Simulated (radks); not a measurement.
Radial electron density D(r) = 4 pi r^2 rho(r) of an atom or ion with 61 electrons. All-electron calculation, scalar-relativistic Kohn-Sham, RPBE, spin-polarised, spherical densities, point nucleus. Program: a radial shooting solver on a logarithmic mesh with Libxc functionals.

r (bohr),D(r) (e/bohr),spin D(r)
0.0009642,3.197,0.0000137
0.001338,5.493,0.0000251
0.001858,9.271,0.0000473
0.002579,15.27,0.0000939
0.003581,24.29,0.000200
0.004971,36.85,0.000467
0.0069,52.39,0.00117
0.009579,68.17,0.00306
0.0133,79.00,0.00792
0.01846,79.95,0.0193
0.02562,73.27,0.0416
0.03557,72.77,0.0735
0.04938,89.70,0.0917
0.06855,106.5,0.0547
0.09516,94.87,-0.00739
0.1321,79.05,0.0986
0.1834,91.49,0.482
0.2546,78.15,1.14
0.3534,39.95,2.79
0.4906,41.08,4.98
0.681,36.83,5.14
0.9378,17.64,4.43
1.302,9.245,3.85
1.807,4.439,2.05
2.509,1.661,0.497
3.483,0.8888,0.0229
4.835,0.3057,-0.00462
6.711,0.3695,0.0122
9.316,0.2694,-0.0108
12.93,0.04411,-0.00379
17.95,0.001560,-0.000253

What is the nuclear charge?

Answer. Z = 61. The innermost maximum, from 1s, lies near gamma/Z bohr with gamma = sqrt(1 - (Z/c)^2) = 0.895, here 0.0147 bohr (found: 0.0161), and its height grows with Z. The density is that of neutral promethium in [Kr] 4d10 4f5 5s2 5p4 6s2 7s2; the configuration itself is not fixed sharply by these data, and Z only to a few units. D(r) has 5 maxima, at r = 0.0161, 0.0713, 0.200, 0.558, 7.45 bohr, and minima at 0.0308, 0.132, 0.402, 5.28 bohr, inside which lie 1.94, 11.17, 29.20, 59.07 electrons.
